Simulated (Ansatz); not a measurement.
`FC[N]1[CH2][AlH]1` + `OC(F)[SiH3]` → `FCOC(F)[SiH3]` + `[CH2]1[NH][AlH]1`  (substitution at a C–N bond)

Computed with Ansatz on PBE0-D4/def2-TZVP structures; ΔE is electronic, products minus reactants. CCSD(T)/CBS adds triple-zeta CCSD(T) − MP2 to the extrapolated MP2 energy (def2 sets, frozen cores). DFT in def2-TZVPP. Each species was taken in one conformer, which may not be the lowest.

| level | ΔE (kJ/mol) |
| --- | --- |
| PBE-D4 | 28.3 |
| ωB97M-V | 23.0 |
| PBE | 27.7 |
| CCSD/def2-TZVPP | 21.7 |
| CCSD(T)/def2-TZVPP | 21.8 |
| MP2/def2-QZVPP | 27.4 |
| MP2/CBS(def2) | 28.1 |
| CCSD/CBS(def2) | 23.2 |

What does CCSD(T)/CBS give? (An estimate is asked.)

The calculation gave: +23.2 kJ/mol. The listed levels differ from it by 5.1, -0.2, 4.5, -1.5, -1.4, 4.2, 4.9, 0.0 kJ/mol.

Largest T1 diagnostic among the species: 0.015.

In def2-TZVPP, CCSD(T) changes the Hartree–Fock value by +3.3 kJ/mol (the triples alone add +0.1 kJ/mol) and MP2 by +8.2 kJ/mol.
